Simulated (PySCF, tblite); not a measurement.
The geometries are computed with GFN2-xTB (gas phase). One conformer each, none proved a minimum here. Atom numbers follow the mapped SMILES.

Question: Rank these C–P bonds from shortest to longest.
A. C2–P3 in `[CH2:1]1[CH2:2][PH:3][CH2:4][CH2:5][O:6]1` with O6–C1–C2–P3 61°, C1–C2–P3–C4 -48°, C2–P3–C4–C5 47°, P3–C4–C5–O6 -61°
B. C3–P4 in `[CH2:1]=[CH:2]/[CH:3]=[P:4]/[P:5]([CH3:6])[CH3:7]` with C1–C2–C3–P4 -177°, C3–P4–P5–C6 -93°
C. C2–P3 in `[CH3:1]/[CH:2]=[P:3]\[CH2:4][O:5][CH3:6]` with C2–P3–C4–O5 61°, P3–C4–O5–C6 68°

Answer: C (1.672 Å), B (1.690 Å), A (1.861 Å).

- 1.672 Å: drawn double, ends: carbon bonded to C, P and H; phosphorus bonded to 2 C
- 1.690 Å: drawn double, ends: carbon bonded to C, P and H; phosphorus bonded to C and P
- 1.861 Å: drawn single, sp3 carbon bound to phosphorus to phosphine phosphorus, in a 6-membered ring
